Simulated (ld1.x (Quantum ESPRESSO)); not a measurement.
# platinum (Pt): variants of one TM potential

Base potential:

- Element: Pt
- Generator: ld1.x (Quantum ESPRESSO) 7.5
- Type: norm-conserving Troullier–Martins (Kleinman–Bylander form)
- Functional: PBE
- Relativity: scalar-relativistic
- Frozen core: [Kr] 4d10 4f14 5s2
- Valence charge: 16
- Reference configuration: 5p6 5d9 6s1 6p0
- Partial waves: 6s (bound): rc 1.85 bohr; 5p (bound): rc 1.00 bohr; 5d (bound): rc 2.10 bohr
- Local potential: the d channel
- Core correction: Bessel-smoothed model core inside 0.60 bohr

Cutoffs, loose and tight: the cutoffs (Ry, on a coarse ladder) from which the occupation-weighted sum of valence levels, in a spherical-Bessel basis at the reference potential, stays within 10 and 1 mRy of its value at 400 Ry. They do not see the model core or the augmentation charge, which bear on the density cutoff. Test errors are all-electron minus pseudo excitation energies from the reference, over the configurations 5p6 5d9 6s0 6p0; 5p6 5d8 6s0 6p0; 5p6 5d7 6s0 6p0; 5p6 5d9.5 6s0.5 6p0; 5p6 5d6 6s0 6p0; 5p5 5d9 6s1 6p0; 5p6 5d9 6s0.5 6p0. A dash means not determined; rows that change the core or the reference have their own tests. The largest error is taken over the tests solved by every variant that gives reliable tests at all: 5p6 5d6 6s0 6p0; 5p6 5d8 6s0 6p0; 5p6 5d9 6s0 6p0; 5p6 5d9 6s0.5 6p0; 5p6 5d9.5 6s0.5 6p0.

A true bound ghost makes a file unfit for plane-wave use even where its test errors are small: the radial tests pick states by their node count and pass the ghost by. Where a test does run into it, the solver fails or the error is huge.

Cutoffs are not given where the Bessel-basis levels miss the radial ones by over 6 mRy, ghosts where they miss by over 20 mRy; a channel whose overlap is not positive is not tested.

| change | outcome | cutoff, loose | cutoff, tight | bound ghosts | largest test error (meV) |
| --- | --- | --- | --- | --- | --- |
| base | generated | 140 Ry | 230 Ry | p, s | -61 |
| all radii but the core radius scaled by about 0.76 (s 1.40, p 0.76, d 1.58 bohr) | generated | – | – | s | -81 |
| all radii but the core radius scaled by about 0.84 (s 1.54, p 0.84, d 1.76 bohr) | generated | 300 Ry | over 300 Ry | p, s | -77 |
| all radii but the core radius scaled by about 0.90 (s 1.66, p 0.90, d 1.88 bohr) | generated | 260 Ry | over 300 Ry | p, s | -67 |
| all radii but the core radius scaled by about 0.97 (s 1.80, p 0.96, d 2.04 bohr) | generated | 140 Ry | 260 Ry | p, s | -61 |
| all radii but the core radius scaled by about 1.04 (s 1.92, p 1.04, d 2.18 bohr) | generated | 140 Ry | 230 Ry | p, s | -64 |
| all radii but the core radius scaled by about 1.12 (s 2.06, p 1.12, d 2.34 bohr) | generated | 140 Ry | 230 Ry | s, p | -26 |
| all radii but the core radius scaled by about 1.18 (s 2.18, p 1.18, d 2.46 bohr) | generated | 140 Ry | 200 Ry | s | -52 |
| all radii but the core radius scaled by about 1.22 (s 2.26, p 1.22, d 2.58 bohr) | generated | 120 Ry | 200 Ry | s | -59 |
| all radii but the core radius scaled by about 1.30 (s 2.40, p 1.30, d 2.72 bohr) | generated | 110 Ry | 140 Ry | s | -54 |
| all radii but the core radius scaled by about 1.39 (s 2.56, p 1.38, d 2.92 bohr) | generated | 100 Ry | 120 Ry | s | -79 |

Reading the sweep of the scale of all radii but the core radius (base = 1) (base included, trends over the rows without a ghost): Bound ghosts are found at 0.76, 0.84, 0.9, 0.97, 1, 1.04, 1.12, 1.18, 1.22, 1.3, 1.39. Every judged row has one, so this setting neither creates nor removes them.
